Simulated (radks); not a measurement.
Polarisability of the molybdenum ion Mo+, [Kr] 4d5, at imaginary frequency. All-electron calculation, scalar-relativistic Kohn-Sham, LDA (Slater exchange, VWN5 correlation), spin-polarised, spherical densities, finite nucleus; open shells are filled with parallel spins first (spin-orbit coupling, left out, can overturn this in heavy ions); Fermi nuclear charge, rms radius 4.4091 fm. Program: a radial shooting solver on a logarithmic mesh with Libxc functionals. Response by self-consistent Sternheimer equations with the Hartree and adiabatic LDA kernel, the relativistic mass of each level held fixed and spin-orbit coupling left out.

w (hartree)  alpha1(iw) (bohr^3)
0.00266                    22.30
0.0143                     22.24
0.0360                     21.91
0.0697                     20.93
0.118                      18.97
0.186                      16.16
0.280                      13.05
0.413                      10.11
0.605                      7.480
0.892                      5.196
1.35                       3.291
2.12                       1.813
3.59                      0.8161
6.94                      0.2833
17.5                     0.06627

Static values: alpha1 = 22.30 bohr^3 (3.305 angstrom^3; uncoupled 32.25). C6 = 145.9, triple-dipole C9 = 2125 atomic units. One-pole (London) frequency 4 C6 / (3 alpha1^2) = 0.391 hartree, against 0.425 for minus the highest occupied eigenvalue.
